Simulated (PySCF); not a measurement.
ethylene (C₂H₄), singlet, at a GFN2-xTB geometry; CASSCF(6,4)/STO-3G (PySCF).

PySCF was given this input:
```python
from pyscf import gto, scf, mcscf
import numpy

mol = gto.Mole()
mol.atom = '''
    C    -0.01328681   -0.00656652    0.65800535
    C     0.01328681    0.00656652   -0.65800535
    H    -0.02089650    0.90169144    1.23822259
    H    -0.02873771   -0.92622134    1.21982272
    H     0.02873771    0.92622134   -1.21982272
    H     0.02089650   -0.90169144   -1.23822259
'''
mol.basis = 'sto-3g'
mol.verbose = 4
mol.build()

mf = scf.RHF(mol)
mf.kernel()
mc = mcscf.CASSCF(mf, 4, 6)
mc.fix_spin_(ss=0.0)
mc.kernel()
occ = numpy.linalg.eigvalsh(mc.fcisolver.make_rdm1(mc.ci, mc.ncas, mc.nelecas))[::-1]
ss = mc.fcisolver.spin_square(mc.ci, mc.ncas, mc.nelecas)[0]
print('natural occupations', occ.round(4), ' <S^2>', round(ss, 4))
```

It wrote (shortened):

```
PySCF version 2.14.0

[INPUT] verbose = 4
[INPUT] num. atoms = 6
[INPUT] num. electrons = 16
[INPUT] charge = 0
[INPUT] spin (= nelec alpha-beta = 2S) = 0
[INPUT] symmetry False subgroup None
[INPUT] Mole.unit = angstrom
[INPUT] Symbol           X                Y                Z      unit          X                Y                Z       unit  Magmom
[...]
nuclear repulsion = 33.6665121477744
number of shells = 10
number of NR pGTOs = 42
number of NR cGTOs = 14
basis = sto-3g
ecp = {}

******** <class 'pyscf.scf.hf.RHF'> ********
method = RHF
initial guess = minao
damping factor = 0
level_shift factor = 0
DIIS = <class 'pyscf.scf.diis.CDIIS'>
diis_start_cycle = 1
diis_space = 8
diis_damp = 0
SCF conv_tol = 1e-09
SCF conv_tol_grad = None
SCF max_cycles = 50
direct_scf = True
direct_scf_tol = 1e-13
Set gradient conv threshold to 3.16228e-05
Initial guess from minao.
init E= -77.2589465089754
[...]
cycle= 1 E= -77.0638554810348  delta_E= 0.195  |g|= 0.155  |ddm|= 2.81
[...]
cycle= 2 E= -77.0731530786412  delta_E= -0.0093  |g|= 0.0363  |ddm|= 0.267
[...]
cycle= 3 E= -77.073721315092  delta_E= -0.000568  |g|= 0.002  |ddm|= 0.0765
[...]
cycle= 4 E= -77.0737228673129  delta_E= -1.55e-06  |g|= 0.000219  |ddm|= 0.00372
[...]
cycle= 5 E= -77.0737228891599  delta_E= -2.18e-08  |g|= 1.16e-05  |ddm|= 0.000413
[...]
cycle= 6 E= -77.0737228892243  delta_E= -6.45e-11  |g|= 1.58e-06  |ddm|= 2.32e-05
[...]
Extra cycle  E= -77.0737228892256  delta_E= -1.28e-12  |g|= 3.99e-07  |ddm|= 2.45e-06
converged SCF energy = -77.0737228892256

******** <class 'pyscf.mcscf.mc1step.CASSCF'> ********
CAS (3e+3e, 4o), ncore = 5, nvir = 5
max_cycle_macro = 50
max_cycle_micro = 4
conv_tol = 1e-07
conv_tol_grad = None
orbital rotation max_stepsize = 0.02
orbital rotation threshold for CI restart = 0.01
augmented hessian ah_max_cycle = 30
augmented hessian ah_conv_tol = 1e-12
augmented hessian ah_linear dependence = 1e-14
augmented hessian ah_level shift = 1e-08
augmented hessian ah_start_tol = 2.5
augmented hessian ah_start_cycle = 3
augmented hessian ah_grad_trust_region = 3
kf_trust_region = 3
kf_interval = 4
ci_response_space = 4
ci_grad_trust_region = 3
with_dep4 0
natorb = False
canonicalization = True
sorting_mo_energy = False
ao2mo_level = 2
internal_rotation = False
******** <class 'pyscf.fci.addons.SpinPenaltyFCISolver'> ********
max. cycles = 50
conv_tol = 1e-08
davidson only = True
linear dependence = 1e-12
level shift = 0.001
max iter space = 12
nroots = 1
pspace_size = 400
[...]
CASCI E = -77.1161206462549  S^2 = 0.0000000
[...]
macro iter  40 ( 25 JK    4 micro), CASSCF E = -77.1162251058966  dE = -8.13856218e-06  S^2 = 0.0000000
               |grad[o]|=0.00046  |grad[c]|=0.000413  |ddm|=2.3e-05  |maxRot[o]|=0.018
macro iter  41 ( 11 JK    2 micro), CASSCF E = -77.1162251106486  dE = -4.75199613e-09  S^2 = 0.0000000
               |grad[o]|=0.000446  |grad[c]|=0.000326  |ddm|=6.17e-05  |maxRot[o]|=2.26e-05
macro iter  42 ( 25 JK    4 micro), CASSCF E = -77.1162333482136  dE = -8.23756503e-06  S^2 = 0.0000000
               |grad[o]|=0.000435  |grad[c]|=0.000421  |ddm|=1.84e-05  |maxRot[o]|=0.018
macro iter  43 ( 11 JK    2 micro), CASSCF E = -77.1162333515524  dE = -3.33876926e-09  S^2 = 0.0000000
               |grad[o]|=0.000423  |grad[c]|=0.000316  |ddm|=5.79e-05  |maxRot[o]|=2.58e-05
macro iter  44 ( 25 JK    4 micro), CASSCF E = -77.1162416697706  dE = -8.31821821e-06  S^2 = 0.0000000
               |grad[o]|=0.000412  |grad[c]|=0.000429  |ddm|=1.81e-05  |maxRot[o]|=0.018
macro iter  45 ( 11 JK    2 micro), CASSCF E = -77.1162416717528  dE = -1.98224370e-09  S^2 = 0.0000000
               |grad[o]|=0.000402  |grad[c]|=0.000306  |ddm|=5.4e-05  |maxRot[o]|=1.28e-05
macro iter  46 ( 25 JK    4 micro), CASSCF E = -77.1162500524278  dE = -8.38067493e-06  S^2 = 0.0000000
               |grad[o]|=0.000392  |grad[c]|=0.000437  |ddm|=1.8e-05  |maxRot[o]|=0.018
macro iter  47 ( 11 JK    2 micro), CASSCF E = -77.1162500533593  dE = -9.31549948e-10  S^2 = 0.0000000
               |grad[o]|=0.000383  |grad[c]|=0.000293  |ddm|=4.53e-05  |maxRot[o]|=2.95e-05
macro iter  48 ( 25 JK    4 micro), CASSCF E = -77.1162584787912  dE = -8.42543189e-06  S^2 = 0.0000000
               |grad[o]|=0.000375  |grad[c]|=0.000445  |ddm|=1.83e-05  |maxRot[o]|=0.018
macro iter  49 ( 11 JK    2 micro), CASSCF E = -77.1162584785956  dE =  1.95583993e-10  S^2 = 0.0000000
               |grad[o]|=0.000367  |grad[c]|=0.000283  |ddm|=4.19e-05  |maxRot[o]|=4.77e-05
macro iter  50 ( 19 JK    3 micro), CASSCF E = -77.1162711645145  dE = -1.26859189e-05  S^2 = 0.0000000
               |grad[o]|=0.00036  |grad[c]|=0.000453  |ddm|=1.88e-05  |maxRot[o]|=0.027
1-step CASSCF not converged,  50 macro (930 JK 157 micro) steps
CASSCF canonicalization
Density matrix diagonal elements [1.99966196 1.99986917 1.88462503 0.11584385]
CASSCF energy = -77.1162711645145
CASCI E = -77.1162711645145  E(CI) = -8.61901795289818  S^2 = 0.0000000
natural occupations [1.9999 1.9997 1.8846 0.1158]  <S^2> 0.0
```

Convergence was not reached.
